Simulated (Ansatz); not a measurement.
Mulliken charges of CH$_{3}$AlFNO, SMILES `N=[C](O)[AlH][F]` from r2SCAN/def2-TZVPP in Ansatz (PBE0-D4/def2-TZVP geometry).

```
atom   x (Å)   y (Å)   z (Å)  charge (e)
  N1  -1.278  -0.609   0.195      -0.288
  C2  -0.281   0.177   0.204       0.044
  O3  -0.203   1.380   0.810      -0.283
 Al4   1.223  -0.591  -0.808       0.728
  F5   2.644   0.242  -0.880      -0.356
  H6  -2.095  -0.265   0.712       0.101
  H7  -1.040   1.578   1.257       0.180
  H8   1.121  -1.969  -1.546      -0.127
```

Q: By hand: the dipole of these point charges (1 e Å = 4.8032 D).

A: Σ q r = (-0.179, -0.216, -0.057) e Å, of length 0.286 e Å = 1.37 D.

Q: How does the dipole of the full density compare? (Estimate.)

A: The calculation gave: (-0.430, 0.178, 0.260) e Å, 2.56 D; the point charges give 0.54 times that, at 81° from its direction.

Point charges leave out the atoms' own dipoles, such as those of lone pairs, and Mulliken's split depends on the basis, so the two needn't agree.
